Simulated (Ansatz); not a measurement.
`BB(C)CCl` → `BBCCCl`  (isomerisation)

Isolated molecules relaxed with PBE0-D4/def2-TZVP in Ansatz; ΔE leaves out vibrations. CCSD(T)/CBS is the MP2 limit (def2-TZVPP, def2-QZVPP) plus CCSD(T) − MP2 in def2-TZVPP, frozen cores. DFT in def2-TZVPP. B3LYP here is the variant with VWN-RPA as its local correlation; programs differ in this. One conformer a species, not always the lowest.

Q: Is it downhill or uphill in electronic energy at CCSD(T)/CBS, and by how much? (An estimate is asked.)

A: The calculation gave: Uphill: ΔE = +44.6 kJ/mol.

Q: What do these levels give: ωB97X-V, B2PLYP, r2SCAN, PBE0, B3LYP, MP2/def2-TZVPP, SCS-MP2/def2-TZVPP, CCSD(T)/def2-TZVPP, SCS-MP2/def2-QZVPP, HF/CBS(def2), MP2/CBS(def2), CCSD/CBS(def2)? (An estimate is asked.)

A: The calculation gave: ωB97X-V 43.3, B2PLYP 43.9, r2SCAN 46.3, PBE0 44.1, B3LYP 42.7, MP2/def2-TZVPP 45.7, SCS-MP2/def2-TZVPP 42.8, CCSD(T)/def2-TZVPP 44.5, SCS-MP2/def2-QZVPP 42.7, HF/CBS(def2) 37.4, MP2/CBS(def2) 45.8, CCSD/CBS(def2) 43.6 kJ/mol.

Largest T1 diagnostic among the species: 0.011.

In def2-TZVPP, CCSD(T) changes the Hartree–Fock value by +6.5 kJ/mol (the triples alone add +1.0 kJ/mol) and MP2 by +7.7 kJ/mol.
